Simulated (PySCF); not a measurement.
A species of formula C5H5NSi has this rotational fingerprint, computed with PBE0-D3(BJ)/def2-SVP geometry optimisation, gas phase (PySCF):

| Item | Value |
| --- | --- |
| Rotational constants | A = 4849, B = 1649, C = 1249 MHz |
| Dipole components | \|μa\| = 4.65 D, \|μb\| = 0.68 D, \|μc\| = 0.00 D |
| Inertial defect | -6.00 u·Å² |
| κ | -0.78 |

Question: Which structure is it? (One computed conformer of each.)
A. `N#CC1=CC=C[SiH2]1`
B. `N#CC=C=C=C[SiH3]`

Answer: A. It is N#CC1=CC=C[SiH2]1, an asymmetric top, point group Cs. The candidates at the same level (rigid rotor, commonest isotopes):

| SMILES | A (MHz) | B (MHz) | C (MHz) | μa (D) | μb (D) | μc (D) | Δ (u·Å²) | point group | rotor |
| --- | --- | --- | --- | --- | --- | --- | --- | --- | --- |
| N#CC1=CC=C[SiH2]1 | 4849 | 1649 | 1249 | 4.65 | 0.68 | 0.00 | -6.00 | Cs | asymmetric top |
| N#CC=C=C=C[SiH3] | 5574 | 786.2 | 694.7 | 3.27 | 2.83 | 0.00 | -5.93 | near Cs | near-prolate asymmetric top |

`N#CC=C=C=C[SiH3]` has B 52 % too low. In the right answer the mirror of this Cs structure is the ab plane, so μc vanishes by symmetry. No structure here is proved a minimum.
